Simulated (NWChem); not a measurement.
The numbers come from NWChem runs, not from measurements. System: CBr, charge 0, spin multiplicity 4, at the geometry of a parent with another charge or spin, in a state set for the comparison that need not be this species' ground state. Its SCF solution wasn't tested for a lower state. Level: ROCCSD(T)/def2-TZVP, 10 core orbitals frozen.

The NWChem input:

```
start mol
memory heap 100 mb stack 700 mb global 1900 mb
geometry units angstroms nocenter noautoz
  C      0.000000     0.000000     1.550582
  Br     0.000000     0.000000    -0.265814
  symmetry group C2v
end
basis spherical
  * library def2-tzvp
end
scf
  rohf
  nopen 3
  maxiter 100
  thresh 1e-7
  semidirect memsize 60000000 filesize 0
  # guess.movecs holds the orbitals of an unrestricted PBE0 run
  vectors input guess.movecs swap 18 20 output mol.movecs
end
tce
  freeze core 10
  ccsd(t)
  2eorb
  2emet 13
  thresh 1e-6
  maxiter 100
  tilesize 24
end
task tce energy
```

NWChem printed:

```
             Northwest Computational Chemistry Package (NWChem) 7.3.0
             --------------------------------------------------------

                                NWChem Input Module
                                -------------------

 Scaling coordinates for geometry "geometry" by  1.889725989
 (inverse scale =  0.529177249)

 Turning off AUTOSYM since
 SYMMETRY directive was detected!

                             Geometry "geometry" -> ""
                             -------------------------

 Output coordinates in angstroms (scale by  1.889725989 to convert to a.u.)

  No.       Tag          Charge          X              Y              Z
 ---- ---------------- ---------- -------------- -------------- --------------
    1 C                    6.0000     0.00000000     0.00000000     1.55058200
    2 Br                  35.0000     0.00000000     0.00000000    -0.26581400

 Effective nuclear repulsion energy (a.u.)      61.1800633177

            Nuclear Dipole moment (a.u.)
            ----------------------------
        X                 Y               Z
 ---------------- ---------------- ----------------
     0.0000000000     0.0000000000     0.0000037795

      Symmetry information
      --------------------

 Group name             C2v
 Group number             16
 Group order               4
 No. of unique centers     2

      Symmetry unique atoms

     1    2


 Summary of "ao basis" -> "" (spherical)
 ------------------------------------------------------------------------------
       Tag                 Description            Shells   Functions and Types
 ---------------- ------------------------------  ------  ---------------------
 *                         def2-tzvp                  on all atoms

 Summary of "ao basis" -> "ao basis" (spherical)
 ------------------------------------------------------------------------------
       Tag                 Description            Shells   Functions and Types
 ---------------- ------------------------------  ------  ---------------------
 C                         def2-tzvp                11       31   5s3p2d1f
[...]
          -----------------------
          Calculation type : Coupled-cluster singles & doubles w/ perturbation
   Perturbative correction : (T)
            Max iterations :      100
        Residual threshold : 0.10D-05
     T(0) DIIS level shift : 0.00D+00
     L(0) DIIS level shift : 0.00D+00
     T(1) DIIS level shift : 0.00D+00
     L(1) DIIS level shift : 0.00D+00
     T(R) DIIS level shift : 0.00D+00
     T(I) DIIS level shift : 0.00D+00
   CC-T/L Amplitude update :  5-th order DIIS
                I/O scheme : Global Array Library
        L-threshold :  0.10D-05
        EOM-threshold :  0.10D-05
 no EOMCCSD initial starts read in
 TCE RESTART OPTIONS
 SLICE:      F
 D4D5:       F
 quantumc:   F
 qrotation:  F
 pwtce:      F
 qducc:      F
 nacto:                         0
 nrotv:                         0
 nrot:                          0

            Memory Information
            ------------------
          Available GA space size is     249024318 doubles
          Available MA space size is     104850252 doubles

 Maximum block size supplied by input
 Maximum block size        24 doubles

 tile_dim =     24

 -------------------------------------------------

 Global array virtual files algorithm will be used

 Parallel file system coherency ......... OK

 4-electron integrals stored in orbital form

 v2    file size   =          1537762
 4-index algorithm nr.  13 is used
 imaxsize =       30
 imaxsize ichop =        0


CCSD iterations
 ---------------------------------------------------------
 Iter          Residuum       Correlation     Cpu    Wall
 ---------------------------------------------------------
    1   0.1645760858196  -0.3565941326082     3.7     3.7
    2   0.0424997660901  -0.3571556605453     3.7     3.7
    3   0.0250358823785  -0.3624200819451     3.8     3.8
    4   0.0182482343020  -0.3636567277338     3.6     3.6
    5   0.0167937703601  -0.3632021314963     3.7     3.7
    6   0.0025908017788  -0.3639584010300     3.6     3.6
    7   0.0015956544239  -0.3638695084470     3.6     3.6
    8   0.0016092459553  -0.3638555824156     3.6     3.6
    9   0.0016443966052  -0.3639578956264     3.6     3.6
   10   0.0020536741779  -0.3638656475532     3.6     3.6
   11   0.0001026013029  -0.3639485691770     3.6     3.6
   12   0.0000470221406  -0.3639429502317     3.5     3.5
   13   0.0000279613633  -0.3639447655815     3.6     3.6
   14   0.0000218555197  -0.3639444073909     3.5     3.5
   15   0.0000165343269  -0.3639451065832     3.6     3.6
   16   0.0000046028869  -0.3639452093145     3.5     3.5
   17   0.0000035588279  -0.3639448270563     3.6     3.6
   18   0.0000035827396  -0.3639451860952     3.7     3.7
   19   0.0000044388077  -0.3639449124353     3.6     3.6
   20   0.0000053928940  -0.3639452988804     3.4     3.4
   21   0.0000002503747  -0.3639451450492     3.5     3.5
 -----------------------------------------------------------------
 Iterations converged
 CCSD correlation energy / hartree =        -0.363945145049150
 CCSD total energy / hartree       =     -2610.479253268911179

 Singles contributions

 Doubles contributions
 CCSD(T)
 Using plain CCSD(T) code
             total no. of tasks         4760
 total no. of tasks / no. procs         4760
                         wl_min            1           1.0
                         wl_max       884736           9.8
        thresh for no. of tasks         4760

 CCSD[T]  correction energy / hartree =        -0.014624459562226
 CCSD[T] correlation energy / hartree =        -0.378569604611376
 CCSD[T] total energy / hartree       =     -2610.493877728473308
 CCSD(T)  correction energy / hartree =        -0.013779771089990
 CCSD(T) correlation energy / hartree =        -0.377724916139141
 CCSD(T) total energy / hartree       =     -2610.493033040001137

 Task  times  cpu:      120.6s     wall:      120.6s

 Total times  cpu:      120.7s     wall:      120.7s
```
